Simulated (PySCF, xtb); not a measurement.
C2H12OSi3, SMILES [C@H]([SiH3])(O[SiH2][SiH3])C.

GFN2-xTB run with xtb at its own geometry gives an orbital gap of 4.31 eV and a dipole moment of 0.96 D.

Coordinates come from a B3LYP-D3(BJ)/def2-SVP optimisation. The structure was generated by enumeration; whether it is a known compound was not checked. The values are those of a single conformer.

Problem. What does M06-2X/def2-TZVP (PySCF) give? (Estimate from the structure and the level; the computed values follow.)

Solution. gap 9.37 eV (levels -8.90 and 0.47 eV), dipole 1.07 D.
